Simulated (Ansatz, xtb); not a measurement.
## Relaxing a trial structure of FH2NSn

The starting geometry of this gas-phase singlet has its atoms placed at random.

```xyz
5

F     0.5621   -0.4335   -0.3322
N    -0.4072    0.9885    0.8770
Sn    1.1080   -0.7507    1.2568
H     1.1960    0.3272   -0.2687
H     0.5741    0.7763    1.6306
```

Q: Guess where an optimisation with r2SCAN-D4/def2-SVP ends from this start.

A: It ends as `[NH2][Sn][F]`. Distances that change by over a tenth: F1–Sn3 (1.71 → 1.97 Å), N2–Sn3 (2.34 → 2.03 Å), N2–H5 (1.26 → 1.02 Å). Contacts that open: F1–H4 (0.99 → 2.80 Å), Sn3–H4 (1.87 → 2.70 Å), Sn3–H5 (1.66 → 2.77 Å). Contacts that close: N2–H4 (2.08 → 1.02 Å).

The energy falls by 11.18 eV over 17 steps:

```csv
step,E − E(last) (eV)
1,11.177
3,4.875
5,2.471
6,1.950
8,0.931
10,0.194
12,0.012
13,0.003
15,0.000
17,0.000
```

Final geometry (Å):

```yaml
atoms:
  - { symbol: F, position_ang: [1.1426, -1.2834, -0.8374] }
  - { symbol: N, position_ang: [0.4117, 0.7612, 1.0052] }
  - { symbol: Sn, position_ang: [0.9575, -1.1892, 1.1196] }
  - { symbol: H, position_ang: [0.3490, 1.2341, 0.1045] }
  - { symbol: H, position_ang: [0.1722, 1.3852, 1.7716] }
```

From the same start GFN2-xTB reaches the same bonding as this run.

From so rough a start the end depends on the optimiser's path, so another program may land elsewhere. The end wasn't checked by frequencies. Atoms past krypton carry core potentials, without spin–orbit terms. Run with Ansatz 0.2.0, 19 s on 1 thread of Intel(R) Xeon(R) 6975P-C (Granite Rapids) (shared host).
